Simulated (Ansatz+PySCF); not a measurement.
# triplet CoF: levels of theory in one basis

```xyz
2

Co    0.0000    0.0000    0.0000
F     0.0000    0.0000    1.8054
```

Basis set: def2-SVP (spherical functions). Left uncorrelated: 6 orbitals. Correlation on ROHF uses semicanonical orbitals with singles. Charge 0, multiplicity 3.

Computed with Ansatz (development build ahead of 0.2.0); each method stands on the lowest determinant of its kind that the runs found.

| method | E − E(ROHF) (eV) | <S²> of the determinant |
| --- | --- | --- |
| ROHF | 0.00 | 2.00 |
| UHF | -2.36 | 2.98 |
| UHF-MP2 | -14.52 | 2.98 |

**Question.** What does ROHF-MP2 give on the same scale?

**Answer.** -14.38 eV.

**Question.** Is a single determinant a sound starting point here?

**Answer.** It is doubtful. Unrestricted orbitals lower Hartree–Fock by 2.36 eV and <S²> is 2.98 where a pure state has 2.00, a sign of strong static correlation.

Caution: another spin multiplicity may lie lower. Caution for ROHF, ROHF-MP2: an unrestricted determinant lies well below. Caution for UHF, UHF-MP2: the unrestricted determinant is a mixture of spin states.
